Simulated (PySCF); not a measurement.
CH₂F₂O₂Si, SMILES F[SiH](C(O)=O)F.

Geometry optimised at B3LYP-D3(BJ)/def2-SVP. This is a generated structure with no PubChem entry under its InChIKey; it may be hypothetical. One conformer was computed; it need not be the lowest.

Two levels are set side by side: PBE/def2-TZVP (PySCF) and M06-2X/def2-TZVP (PySCF). Same geometry, gas phase. Differences are taken from unrounded values.

| quantity | M06-2X | PBE | PBE minus M06-2X |
|---|---|---|---|
| orbital gap (eV) | 9.45 | 4.31 | -5.15 |
| highest occupied level (eV) | -10.03 | -6.87 | 3.15 |
| lowest empty level (eV) | -0.58 | -2.57 | -1.99 |
| dipole moment (D) | 2.95 | 2.75 | -0.21 |
| mean polarisability (bohr³) | 39.5 | 43.0 | 3.5 |

Without exact exchange PBE keeps part of each electron's self-repulsion, which lifts occupied levels and narrows the gap. Loosely held outer electrons make PBE densities more polarisable. Differences between two approximate levels are no errors against the true value.

Rough cost on one machine, each run with all the roots and properties that it gave: M06-2X against PBE about 4 times.
